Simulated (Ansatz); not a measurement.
C₂H₆Cl₃NSi, SMILES `CN(C)[Si](Cl)(Cl)Cl`, one more setting.

```yaml
crystal:
  periodic: [false, false, false]
  atoms:
    - {symbol: C, position_ang: [-0.242250, -0.052207, 1.481581]}
    - {symbol: N, position_ang: [0.171922, 0.050735, 0.097202]}
    - {symbol: C, position_ang: [1.060332, -1.018569, -0.310423]}
    - {symbol: Si, position_ang: [-0.685532, 0.973020, -1.025670]}
    - {symbol: Cl, position_ang: [0.499956, 1.392261, -2.625691]}
    - {symbol: Cl, position_ang: [-1.303048, 2.710858, -0.165805]}
    - {symbol: Cl, position_ang: [-2.359864, 0.050550, -1.759463]}
    - {symbol: H, position_ang: [-0.790251, -0.983923, 1.671635]}
    - {symbol: H, position_ang: [0.637134, -0.035827, 2.134433]}
    - {symbol: H, position_ang: [-0.881890, 0.784921, 1.759876]}
    - {symbol: H, position_ang: [0.580948, -2.001209, -0.214944]}
    - {symbol: H, position_ang: [1.957764, -1.015571, 0.317584]}
    - {symbol: H, position_ang: [1.375381, -0.889739, -1.345615]}
basis:
  gaussian: {orbitals: def2-SVP, final_grid: {core_spheres: 5, valence_spheres: 4, degree: 11}}
total_charge: -1
magnetization: {spin_polarized: true, initial_magnetization: 1}
hamiltonian: {xc: {name: LC-wPBE}}
```

```sh
$ ansatz run in.yaml --threads 4 --pin off --events-out ev --progress --plain --max-ram 11315MiB
```

Shortened log:

```
Functional definition: LC-wPBE
1617 factors; their error is unknown
514 factors; integrals over basis functions are off by at most 1.3e-5 eV
mean field evaluation 1: about -49073.4580 eV, gradient 2.5e1 eV
mean field evaluation 2: about -49074.8034 eV, gradient 2.2e1 eV
mean field evaluation 4: about -49077.0539 eV, gradient 1.1e0 eV
mean field evaluation 8: about -49077.0760 eV, gradient 7.2e-1 eV
mean field evaluation 16: about -49077.4877 eV, gradient 4.6e-4 eV
mean field -49077.48766765 eV, -1803.5644058702 hartree, gradient 1.6e-5 eV, S^2 0.753097; 6 other end points of the search recorded, 0 dependent functions left out
reference -49077.48766765 eV, -1803.5644058703 hartree; 46, 45 occupied and 98, 99 virtual orbitals, 1617 factors
Total energy: -49077.48766765 eV, -1803.5644058703 hartree
```

It took 6.5 s on 4 threads of an Arm Neoverse V2 on a shared host, with 0.68 GiB of host memory at the peak.
